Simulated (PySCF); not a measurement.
Species: [Ga(H)3(NH3)] (charge 0, multiplicity 1).

**Question.** Predict the HOMO, S1 oscillator strength and LUMO from ωB97X-D3(BJ)/def2-TZVP // PBE0-D3(BJ)/def2-SVP (PySCF).

**Answer.** 
| Item | Value |
|---|---|
| HOMO | -9.99 eV |
| S1 oscillator strength | 0.009 |
| LUMO | 1.54 eV |
